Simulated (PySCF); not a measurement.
## Exercise with solution: oscillator strength and radiative lifetime

Be(I)(SMe) (CH3BeIS), SMILES C[S][Be][I].

Geometry: PBE0-D3(BJ)/def2-SVP. The def2 effective core potentials stand for the cores of I; spin–orbit coupling is left out. The values are those of a single conformer.

TDA-M06-2X/def2-SVPD in PySCF puts the first singlet state with f over 0.02 at 5.78 eV (vertical), with the transition dipole (0.017, 0.493, 0.000) in atomic units.

Task: Find the oscillator strength, the wavelength and the radiative lifetime that this transition would have in vacuum if emission retraced absorption.

Result: 
|μ|² = 0.2433 au, so |μ| = 1.25 D. ΔE = 5.78/27.211 = 0.2124 hartree. f = (2/3) ΔE |μ|² = 0.034 (the program prints 0.034).
λ = 1239.84/5.78 = 215 nm; ν = 46619 cm⁻¹.
Einstein's coefficient A = 0.6670 ν² f s⁻¹ (ν in cm⁻¹) = 5.0e7 s⁻¹, so τ = 1/A = 20 ns. This state is S3; the lower singlets have f = 0.000, 0.000. The figure is the radiative limit of this one transition; relaxation, internal conversion, crossing to triplets and a medium change what is measured.
